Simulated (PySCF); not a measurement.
C4H6F2, SMILES F[C@H]1C[C@@H](F)C1. The structure is a stationary point at PBE0-D3(BJ)/def2-SVP. The structure was generated by enumeration; whether it is a known compound was not checked.

The numbers are results of PBE0-D3(BJ)/def2-SVP (PySCF), not measurements.

Harmonic wavenumbers (cm⁻¹): 111, 328, 429, 437, 471, 583, 794, 825, 936, 986, 1047, 1079, 1106, 1141, 1200, 1221, 1232, 1260, 1279, 1324, 1406, 1408, 1430, 1483, 3088, 3093, 3097, 3102, 3176, 3179. Rotational constants (GHz): 8.766, 2.260, 2.065; symmetry number 2.

Question: Work out the zero-point energy and the ideal-gas rigid-rotor harmonic-oscillator thermochemistry at 298.15 K and 1 atm.

Answer: ZPE = ½ Σ hcν = ½ × 42253 cm⁻¹ = 252.73 kJ/mol. H − E(el) = 269.27 kJ/mol. Entropy in J/(mol K): translation 165.15, rotation 104.97, vibration 35.93, total 306.05. G − E(el) = 178.02 kJ/mol. Cp = 89.46 J/(mol K). Modes under 150 cm⁻¹ make the vibrational entropy uncertain.
